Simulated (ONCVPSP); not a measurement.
## u(r) = r·R(r): atom against pseudo-atom (lithium (Li))

Columns: radius, all-electron u(r) and pseudo u(r) of the 1s shell (level -51.95 eV) of lithium in the configuration 1s2 2s1; revPBE, non-relativistic, ONCV scheme, ONCVPSP 4.0.1.

```json
{"r (bohr)": "0.055", "all-electron": "0.4341", "pseudo": "0.2493"}
{"r (bohr)": "0.110", "all-electron": "0.7375", "pseudo": "0.4874"}
{"r (bohr)": "0.165", "all-electron": "0.9414", "pseudo": "0.7039"}
{"r (bohr)": "0.220", "all-electron": "1.0702", "pseudo": "0.8892"}
{"r (bohr)": "0.275", "all-electron": "1.1433", "pseudo": "1.0369"}
{"r (bohr)": "0.330", "all-electron": "1.1753", "pseudo": "1.1433"}
{"r (bohr)": "0.385", "all-electron": "1.1772", "pseudo": "1.2080"}
{"r (bohr)": "0.440", "all-electron": "1.1573", "pseudo": "1.2338"}
{"r (bohr)": "0.495", "all-electron": "1.1221", "pseudo": "1.2257"}
{"r (bohr)": "0.550", "all-electron": "1.0762", "pseudo": "1.1896"}
{"r (bohr)": "0.605", "all-electron": "1.0236", "pseudo": "1.1325"}
{"r (bohr)": "0.660", "all-electron": "0.9669", "pseudo": "1.0608"}
{"r (bohr)": "0.715", "all-electron": "0.9081", "pseudo": "0.9810"}
{"r (bohr)": "0.770", "all-electron": "0.8490", "pseudo": "0.8991"}
{"r (bohr)": "0.825", "all-electron": "0.7906", "pseudo": "0.8204"}
{"r (bohr)": "0.880", "all-electron": "0.7338", "pseudo": "0.7483"}
{"r (bohr)": "0.935", "all-electron": "0.6791", "pseudo": "0.6845"}
{"r (bohr)": "0.990", "all-electron": "0.6270", "pseudo": "0.6282"}
{"r (bohr)": "1.045", "all-electron": "0.5777", "pseudo": "0.5778"}
{"r (bohr)": "1.100", "all-electron": "0.5313", "pseudo": "0.5313"}
{"r (bohr)": "1.155", "all-electron": "0.4878", "pseudo": "0.4878"}
{"r (bohr)": "1.210", "all-electron": "0.4472", "pseudo": "0.4472"}
{"r (bohr)": "1.265", "all-electron": "0.4095", "pseudo": "0.4095"}
{"r (bohr)": "1.320", "all-electron": "0.3745", "pseudo": "0.3745"}
{"r (bohr)": "1.375", "all-electron": "0.3420", "pseudo": "0.3420"}
{"r (bohr)": "1.430", "all-electron": "0.3121", "pseudo": "0.3121"}
```

Task: How many radial nodes do the two functions have?

Result: The all-electron 1s function has n − l − 1 = 0; the pseudo-wave has 0.

Task: At about which radius was the pseudo-wave matched?

Result: 1.10 bohr. The columns agree to 0.0005 from 1.04 bohr on; several derivatives are matched, so the curves merge somewhat inside the radius.

Task: Is the pseudo-wave norm-conserving?

Result: Yes: the ONCV scheme keeps the norm inside the radius equal to the all-electron one, which fixes the energy derivative of the logarithmic derivative at the level.
